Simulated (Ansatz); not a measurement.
The same path of GeH$_{7}$NSSi (11 atoms, charge 0, multiplicity 1) was run twice with different band settings. The coordinate that changes most is the height of N1 over the plane of its neighbours.

Level of theory: RHF/def2-SVP (Ansatz).

Relaxed end points:

```xyz
11
Properties=species:S:1:pos:R:3
N -0.614 2.401 -0.830
Si -0.472 0.700 -0.687
S 1.203 0.134 0.574
Ge 0.765 -2.007 1.068
H -0.843 2.971 -0.039
H -0.056 2.904 -1.493
H -1.696 0.135 -0.082
H -0.272 0.148 -2.042
H 0.499 -2.805 -0.214
H 2.009 -2.538 1.779
H -0.458 -2.099 1.986
```

```xyz
11
Properties=species:S:1:pos:R:3
N -0.564 2.409 -0.898
Si -0.569 0.729 -0.563
S 1.133 0.155 0.657
Ge 0.816 -2.036 0.998
H -0.790 3.075 -0.184
H 0.074 2.796 -1.566
H -1.806 0.384 0.167
H -0.508 -0.012 -1.840
H 0.857 -2.795 -0.333
H 1.960 -2.486 1.906
H -0.537 -2.277 1.678
```

Common settings: spring 5.0 eV/Å²; optimiser quadratic models (default); start path through a guess of the saddle point; force threshold 0.05 eV/Å; end points relaxed.

| run | movable images | climbing image | iteration limit |
| --- | --- | --- | --- |
| 1 | 9 | yes | 46 |
| 2 | 2 | no | 60 |

(1) What does each run give, and how far can it be trusted?

## Answers

(1) Run 1: converged after 35 iterations, highest image 0.004 eV above the first end. The top lies less than 8 meV above the higher end, about what the thresholds resolve: that end is a shoulder or a very shallow well. A vibrational analysis at the climbing image gives no mode beyond 40i cm⁻¹: the surface is too flat there to confirm a saddle point.
Run 2: converged after 9 iterations, highest image 0.004 eV above the first end. The top lies less than 8 meV above the higher end, about what the thresholds resolve: that end is a shoulder or a very shallow well. No image climbed, so the highest image needn't sit at the top of the path. So few images can step over the top or miss a turn of the path.
